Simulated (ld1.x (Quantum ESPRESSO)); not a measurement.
Plane-wave convergence, PAW potential for scandium (Sc)

ld1.x (Quantum ESPRESSO) 7.5 input, shortened:

```
&input
   title='Sc', zed=21., rel=1, dft='PBESOL', iswitch=3,
   config='[Ar] 3d1 4s0 4p0'
 /
 &inputp
   pseudotype=3, lpaw=.true., tm=.true., lloc=-1, rcloc=2.50,
   nlcc=.true., new_core_ps=.true., rcore=1.85,
   which_augfun='GAUSS', rmatch_augfun=1.85
 /
6
4S  1  0   0.00   0.00  2.25  2.80  0.0
4S  1  0   0.00   0.80  2.25  2.80  0.0
4P  2  1   0.00   0.00  2.65  2.80  0.0
4P  2  1   0.00  -0.50  2.65  2.80  0.0
3D  3  2   1.00   0.00  2.75  3.25  0.0
3D  3  2   0.00  -1.00  2.75  3.25  0.0
 &test
   configts(1)='3d1 4s0 4p0'
 /
```

The pseudo-atom Hamiltonian at the reference potential is diagonalised in spherical Bessel functions j_l(qr) that vanish at 20 bohr, with q² up to the cutoff. All-electron valence levels (Ry): 4s -1.1497, 4p -0.8476, 3d -1.3118.

Q: How do the lowest levels (Ry) of each channel move with the cutoff, and are there ghosts?

A:

```
cutoff (Ry)     s #1     s #2     p #1     d #1     f #1  Σ f·Δε (mRy)
          8  -1.1496  -0.4707  -0.8476  -1.3108  -0.2812           1.1
         10  -1.1497  -0.4707  -0.8476  -1.3117  -0.2812           0.2
         12  -1.1497  -0.4707  -0.8476  -1.3117  -0.2813           0.1
         15  -1.1497  -0.4707  -0.8476  -1.3118  -0.2813           0.1
        400  -1.1497  -0.4707  -0.8477  -1.3118  -0.2813           0.0
```

Result: no extra level below or beside the all-electron valence levels (s, p, d, f tested); 10 mRy is reached at 8 Ry and 1 mRy at 10 Ry.

Test run stopped at test 1 of 7 (negative rho).
